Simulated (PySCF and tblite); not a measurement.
Values are calculated unless marked as measured or tabulated.
## Pyramidal inversion: stationary points, barriers and rates

System: CH₈P₂SSi₂, numbered as in [CH3:1][S:2][SiH:3]1[PH:4][SiH2:5][PH:6]1.

Motion: pyramidal inversion at P6. Geometries: GFN2-xTB; energies: PBE0/pcSseg-1 + D3(BJ); zero-point and thermal terms from GFN2-xTB harmonic modes (soft modes blended into free rotors). Rates follow Eyring's equation with the number of equivalent paths and no tunnelling. (PySCF 2.14 with density fitting, tblite 0.8.)

```json
{"point": "start", "symmetry": "C1", "E(GFN2) kcal/mol": "0.0", "E(DFT) kcal/mol": "0.0", "ZPE change kcal/mol": "0.00", "lowest mode cm⁻¹": "29", "dipole D": "1.38"}
{"point": "saddle", "symmetry": "C1", "E(GFN2) kcal/mol": "18.1", "E(DFT) kcal/mol": "16.6", "ZPE change kcal/mol": "-0.83", "lowest mode cm⁻¹": "510i", "dipole D": "1.42"}
{"point": "end", "symmetry": "C1", "E(GFN2) kcal/mol": "0.3", "E(DFT) kcal/mol": "0.3", "ZPE change kcal/mol": "-0.06", "lowest mode cm⁻¹": "27", "dipole D": "2.32"}
```

| Item | Value |
| --- | --- |
| Electronic barrier | 16.6 kcal/mol |
| Barrier with zero-point energy | 15.8 kcal/mol |
| ΔH‡ (298 K) | 15.7 kcal/mol |
| ΔS‡ (298 K, symmetry apart) | -0.7 cal/(mol K) |
| Paths | 1 equivalent path |
| End point | a different minimum |
| Mean lifetime of the start against this motion at 298 K | 70 ms |
| Cost | 88 s on 1 thread of Arm Neoverse V1, shared host (rough), peak memory 0.84 GiB, launched as `OMP_NUM_THREADS=1 python ens_run.py task.json out` |

| T/K | ΔG‡ kcal/mol | k s⁻¹ | ΔG kcal/mol | k back s⁻¹ |
| --- | --- | --- | --- | --- |
| 150 | 15.8 | 2.8×10⁻¹¹ | 0.2 | 6.4×10⁻¹¹ |
| 200 | 15.8 | 2.1×10⁻⁵ | 0.2 | 3.8×10⁻⁵ |
| 250 | 15.8 | 0.072 | 0.2 | 0.12 |
| 298 | 15.9 | 14 | 0.2 | 21 |
| 350 | 15.9 | 852 | 0.2 | 1190 |
| 400 | 15.9 | 1.6×10⁴ | 0.2 | 2.2×10⁴ |
| 500 | 16.0 | 1×10⁶ | 0.2 | 1.3×10⁶ |

ΔG and ΔG‡ leave out symmetry numbers and mirror images; rates count paths: 1 out, 1 back.
